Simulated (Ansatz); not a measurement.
Born–Oppenheimer molecular dynamics of F$_{3}$H$_{3}$OW (8 atoms, charge 0, multiplicity 1). It starts from a relaxed structure.

All numbers below come from RKS PBE/def2-SVP (Ansatz 0.2.0).

| Property | Result |
| --- | --- |
| ensemble | NVT, Nosé–Hoover chain |
| time step | 0.5 fs |
| steps asked | 500 |
| set temperature | 50 K |
| thermostat | time constant 50 fs, chain length 5 |
| temperature schedule | 125 steps to 50 K, then 375 steps to 150 K |
| seed | 934447 |

First frame:

```xyz
8
Properties=species:S:1:pos:R:3
W -0.276 0.133 0.094
O 0.370 -0.222 1.809
H 0.129 -0.820 2.541
H 1.311 0.571 -0.319
F -0.325 2.015 0.322
F -1.546 0.447 -1.240
F -1.188 -1.538 0.331
H 0.485 -0.869 -1.042
```

Question: What does the run give?

Answer: The run went to its last step.

```json
{
 "steps done": "500",
 "time covered": "250 fs",
 "mean temperature over the second half": "80 K",
 "spread of the potential energy over the second half": "2.1 meV per atom",
 "mean potential energy of the second half above the start": "7.4 meV per atom"
}
```

The conserved energy stayed within 0.077 meV per atom of its start (net change 0.047 meV per atom), so the integration is sound. The schedule's set-point averaged 117 K over the second half and the system 80 K, so it lags behind the ramp. A run of 0.25 ps of so small a system gives no equilibrium averages.

Question: What happens to the structure?

Answer: The same pairs are bonded in the first frame and the last. Pairs count as bonded within 1.25 times the sum of covalent radii (0.12 Å more for H–H). Another seed would give other details.

Question: How do temperature and energy run in time?

Answer: 
```json
{"time (fs)": "0", "T (K)": "50", "potential energy less start (eV)": "0.000", "conserved less start (meV/atom)": "0.00"}
{"time (fs)": "12.5", "T (K)": "10", "potential energy less start (eV)": "0.031", "conserved less start (meV/atom)": "0.01"}
{"time (fs)": "25", "T (K)": "39", "potential energy less start (eV)": "0.011", "conserved less start (meV/atom)": "0.01"}
{"time (fs)": "37.5", "T (K)": "9", "potential energy less start (eV)": "0.037", "conserved less start (meV/atom)": "0.02"}
{"time (fs)": "50", "T (K)": "46", "potential energy less start (eV)": "0.014", "conserved less start (meV/atom)": "0.01"}
{"time (fs)": "62.5", "T (K)": "20", "potential energy less start (eV)": "0.040", "conserved less start (meV/atom)": "0.02"}
{"time (fs)": "75", "T (K)": "57", "potential energy less start (eV)": "0.017", "conserved less start (meV/atom)": "0.00"}
{"time (fs)": "87.5", "T (K)": "31", "potential energy less start (eV)": "0.041", "conserved less start (meV/atom)": "0.02"}
{"time (fs)": "100", "T (K)": "62", "potential energy less start (eV)": "0.020", "conserved less start (meV/atom)": "0.01"}
{"time (fs)": "112.5", "T (K)": "23", "potential energy less start (eV)": "0.054", "conserved less start (meV/atom)": "0.03"}
{"time (fs)": "125", "T (K)": "57", "potential energy less start (eV)": "0.032", "conserved less start (meV/atom)": "0.02"}
{"time (fs)": "137.5", "T (K)": "40", "potential energy less start (eV)": "0.052", "conserved less start (meV/atom)": "0.03"}
{"time (fs)": "150", "T (K)": "84", "potential energy less start (eV)": "0.027", "conserved less start (meV/atom)": "0.01"}
{"time (fs)": "162.5", "T (K)": "58", "potential energy less start (eV)": "0.057", "conserved less start (meV/atom)": "0.02"}
{"time (fs)": "175", "T (K)": "74", "potential energy less start (eV)": "0.054", "conserved less start (meV/atom)": "0.03"}
{"time (fs)": "187.5", "T (K)": "71", "potential energy less start (eV)": "0.064", "conserved less start (meV/atom)": "0.05"}
{"time (fs)": "200", "T (K)": "87", "potential energy less start (eV)": "0.063", "conserved less start (meV/atom)": "0.04"}
{"time (fs)": "212.5", "T (K)": "80", "potential energy less start (eV)": "0.076", "conserved less start (meV/atom)": "0.03"}
{"time (fs)": "225", "T (K)": "113", "potential energy less start (eV)": "0.063", "conserved less start (meV/atom)": "0.02"}
{"time (fs)": "237.5", "T (K)": "115", "potential energy less start (eV)": "0.071", "conserved less start (meV/atom)": "0.03"}
{"time (fs)": "250", "T (K)": "90", "potential energy less start (eV)": "0.104", "conserved less start (meV/atom)": "0.05"}
```

The run took 8.4 min on 2 threads of AMD EPYC 9R45 96-Core Processor (Zen 5), on a shared host, peak memory 0.16 GiB.
